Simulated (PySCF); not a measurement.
EPR parameters of [C6H6FNO]+

Species: C₆H₆FNO (charge +1 and doublet state).
Cartesian coordinates in Å at the GFN2-xTB level; atoms count from 1:
```xyz
15
C6H6FNO angstrom
N     -3.1491   -1.1087   -0.3732
C     -2.1302   -0.8080    0.0301
C     -0.7875   -0.4078    0.4404
C     -0.6761    1.0555    0.5720
C      0.3838    1.7286    0.0026
O      1.4335    1.1555   -0.5031
C      1.5851   -0.2451   -0.3122
F      2.0110   -0.4110    0.9682
C      0.2730   -0.9945   -0.5076
H     -0.6901   -0.8463    1.4561
H     -1.4488    1.6002    1.0945
H      0.4113    2.8139   -0.0579
H      2.3888   -0.5714   -0.9842
H      0.4387   -2.0534   -0.2994
H     -0.0478   -0.8998   -1.5483
```

The hyperfine couplings belong to this conformer and change with its torsions.

As a line formula: `N#C[C@@H]1[CH+][CH]O[C@@H](F)C1` [radical] (charge +1).

Method used: UKS B3LYP, pcH-1 on C F H N O, non-relativistic, mean-field spin-orbit, GIAO (PySCF). The structure is a single GFN2-xTB conformer in the gas phase; no vibrational or solvent corrections. A GFN2-xTB geometry isn't a minimum of the functional, and hyperfine couplings can be far from their values at a DFT geometry, by a factor of two or more for some ions and for spin on atoms past the first row. The SCF solution wasn't tested for stability.

```
g1, g2, g3                      : 2.00237, 2.00386, 2.00436
g_iso                           : 2.00353
Form of g                       : rhombic: the two nearest values differ by 26 % of g3 − g1
⟨S²⟩                            : 0.7541 (exact 0.7500)
HOMO–LUMO gap, α and β orbitals : 6.37, 2.56 eV
Basis functions                 : 285
```

Isotropic coupling and dipolar principal values T1 to T3, in G; ρ(0) is the spin density at the nucleus (MHz turned into gauss with g_iso; 10 G = 1 mT):

```
atom  isotope  a_iso     T1     T2    T3  Mulliken spin population  ρ(0) (bohr⁻³)
  N1      14N    0.1   -0.5   -0.3   0.8                      0.02         0.0009
  C2      13C    8.5   -1.1   -0.7   1.8                      0.01         0.0211
  C3      13C   -7.0   -1.4   -0.5   1.9                     -0.04        -0.0175
  C4      13C   14.7  -17.4  -16.7  34.1                      0.59         0.0367
  C5      13C   -3.7   -6.8   -4.9  11.7                      0.16        -0.0093
  O6      17O   -9.0  -28.5   14.1  14.4                      0.22         0.0418
  C7      13C   -1.0   -0.5   -0.1   0.6                     -0.01        -0.0026
  F8      19F   -1.5   -7.3   -5.6  12.9                      0.01        -0.0010
  C9      13C   -0.1   -0.8    0.0   0.8                      0.01        -0.0003
 H10       1H   53.6   -2.0   -0.8   2.8                      0.06         0.0336
 H11       1H  -14.1   -7.9   -1.5   9.4                     -0.02        -0.0088
 H12       1H   -3.0   -3.3   -1.9   5.2                     -0.01        -0.0019
 H13       1H   -0.2   -1.0   -0.9   1.8                      0.00        -0.0001
 H14       1H    1.2   -0.7   -0.6   1.3                      0.00         0.0008
 H15       1H    1.1   -0.9   -0.6   1.5                      0.00         0.0007
```

The largest Mulliken spin populations are on C4 (+0.59), O6 (+0.22) and C5 (+0.16). Three atoms exceed +0.15. The angles at C4 add up to 360.0°, so it is planar.

The SMILES `N#C[C@@H]1[CH+][CH]O[C@@H](F)C1` draws the unpaired electron on C5, whose computed spin population is only +0.16.

Under fast tumbling the dipolar parts average out, and these isotropic splittings remain: 1 × 1H (H10, I = 1/2, 2 lines) with 5.36 mT, 1 × 1H (H11, I = 1/2, 2 lines) with 1.41 mT, 1 × 1H (H12, I = 1/2, 2 lines) with 0.30 mT, 1 × 19F (F8, I = 1/2, 2 lines) with 0.15 mT, 1 × 1H (H14, I = 1/2, 2 lines) with 0.12 mT and 1 × 1H (H15, I = 1/2, 2 lines) with 0.11 mT.

The 13C coupling of C4 (41.3 MHz) shows only in satellite lines or after enrichment, since that isotope makes up about 1.07 % of natural carbon.

The 17O coupling of O6 (-25.3 MHz) shows only in satellite lines or after enrichment, since that isotope makes up about 0.038 % of natural oxygen.

The spin density at the nucleus, in bohr⁻³, is negative for C3 (-0.0175), C5 (-0.0093) and H11 (-0.0088), for instance. A restricted open-shell determinant has no negative spin density anywhere; here it arises because α and β orbitals differ (spin polarisation).

Time: 90 s (with the writing of density and orbital grids); peak memory 0.97 GiB. Hardware: one thread of an Arm Neoverse V2 (shared host).
